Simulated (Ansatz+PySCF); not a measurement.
**triplet TiO: levels of theory in one basis**

```xyz
2

Ti    0.0000    0.0000   -0.4236
O     0.0000    0.0000    1.1648
```

Basis set: def2-SVP (spherical functions). Frozen core: 6 orbitals. Correlation on ROHF uses semicanonical orbitals with singles. Charge 0, multiplicity 3.

Computed with Ansatz (development build ahead of 0.2.0); each method stands on the lowest determinant of its kind that the runs found. NEVPT2 correlates all electrons. Active spaces start from the frontier orbitals, and the lowest solution found is given.

```csv
method,E − E(ROHF) (eV),<S²> of the determinant
ROHF,0.00,2.00
UHF,-0.13,2.07
UHF-MP2,-11.98,2.07
ROHF-CCSD,-11.86,–
UHF-CCSD,-11.86,2.07
ROHF-CCSD(T),-12.58,–
UHF-CCSD(T),-12.55,2.07
"CASSCF(8,9)",-3.97,–
"CASSCF(4,4)",-0.85,–
"SC-NEVPT2(4,4)",-11.97,–
"SC-NEVPT2(8,9)",-11.71,–
```

Problem. What does ROHF-MP2 give on the same scale?

Solution. -12.07 eV.

Problem. Is a single determinant a sound starting point here?

Solution. It is doubtful. Unrestricted orbitals gain 0.13 eV with <S²> 2.07 against 2.00 for a pure state, but the cluster amplitudes or the share of triples are large. The CASSCF(8,9) natural occupations are 1.95, 1.94, 1.94, 1.00, 1.00, 0.06, 0.05, 0.05, 0.00. The CASSCF(4,4) natural occupations are 1.93, 1.00, 1.00, 0.07.

Caution for ROHF-MP2, ROHF-CCSD, ROHF-CCSD(T): large share of triples, a single reference is doubtful. Caution for CASSCF(4,4): other starts end on other solutions of this active space.
